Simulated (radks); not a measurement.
Values are calculated unless marked as measured or tabulated.
Task: Cu2+, 27 electrons, occupied as [Ar] 3d9 (the NIST ground configuration). Code: a radial shooting solver on a logarithmic mesh with Libxc functionals. Model: scalar-relativistic Kohn-Sham, r2SCAN, spin-polarised, spherical densities, finite nucleus; open shells are filled with parallel spins first; meta-GGA in the generalised Kohn-Sham scheme; Fermi nuclear charge, rms radius 3.8823 fm. Some entries of the table are withheld. Estimate them.

| orbital | occ. | eigenvalue (hartree) | <1/r> (bohr^-1) | <r> (bohr) |
|---|---|---|---|---|
| 1s down | 1 | -327.2239 | 29.15 | 0.05214 |
| 1s up | 1 | -327.2237 | 29.15 | 0.05214 |
| 2s up | 1 | -40.38544 | 6.344 | 0.2348 |
| 2s down | 1 | -40.35675 | 6.347 | 0.2347 |
| 2p up | 3 | -34.91684 | 6.209 | 0.2064 |
| 2p down | 3 | -34.89519 | 6.212 | 0.2063 |
| 3s up | 1 | -5.32554 | 2.002 | 0.7091 |
| 3s down | 1 | -5.27028 | 1.998 | 0.7101 |
| 3p up | 3 | -3.70021 | 1.849 | 0.7443 |
| 3p down | 3 | -3.64545 | 1.844 | 0.7459 |
| 3d up | 5 | -1.11719 | 1.467 | (1) |
| 3d down | 4 | -1.06622 | 1.453 | (2) |

Result: 
(1) 3d up <r> (bohr): 0.9107
(2) 3d down <r> (bohr): 0.9240
